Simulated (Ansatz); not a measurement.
`C=C[Si](F)(F)F` + HBr → `C=CBr` + `F[SiH](F)F`  (substitution at a C–Si bond)

Program: Ansatz. Geometries: PBE0-D4/def2-TZVP. ΔE: electronic, gas phase. CBS: MP2 limit from def2 TZ/QZ plus the TZ coupled-cluster correction, frozen cores. Functionals use def2-TZVPP. For Br outer-core shells are correlated without core-valence functions, which leaves a few kJ/mol of doubt a bond. Scalar relativity is left out up to krypton. Each species was taken in one conformer, which may not be the lowest.

`C=C[Si](F)(F)F`:

```xyz
9

C     0.267    0.754    1.318
C     0.633    0.386    0.093
Si   -0.424   -0.670   -0.953
F    -1.759   -1.040   -0.198
F     0.291   -2.019   -1.350
F    -0.819    0.038   -2.306
H     0.897    1.383    1.940
H    -0.678    0.443    1.751
H     1.591    0.725   -0.295
```

HBr:

Z-matrix (Å, degrees):
```
Br
H 1 1.420
```

`C=CBr`:

Cartesian coordinates in Å:
```
C 0.047 -0.145 -0.739
C -0.052 0.289 0.502
Br 0.001 -0.845 2.002
H 0.166 -1.194 -0.981
H 0.009 0.566 -1.556
H -0.171 1.329 0.772
```

`F[SiH](F)F`:

Z-matrix (Å, degrees):
```
Si
F 1 1.573
F 1 1.573 2 108.3
F 1 1.573 2 108.3 3 117.1
H 1 1.461 2 110.7 3 -121.4
```

```tsv
level	ΔE (kcal/mol)
CAM-B3LYP-D4	15.3
SCS-MP2/def2-QZVPP	13.2
```

Q: What does CCSD(T)/CBS give? (Best estimate.)

A: Computed: +14.7 kcal/mol. The listed levels differ from it by 0.6, -1.5 kcal/mol.

Largest T1 diagnostic among the species: 0.012.

Leaving LDA and LC-ωPBE aside and taking each functional with its dispersion term where it has one, the values, not all of them listed here, spread over 2.3 kcal/mol, from PBE-D4 to BHLYP-D4. LDA lies +1.4 kcal/mol from PBE without D4. At CCSD(T), def2-SVP lies +2.2 kcal/mol from the extrapolated value and def2-TZVPP −0.2 kcal/mol.
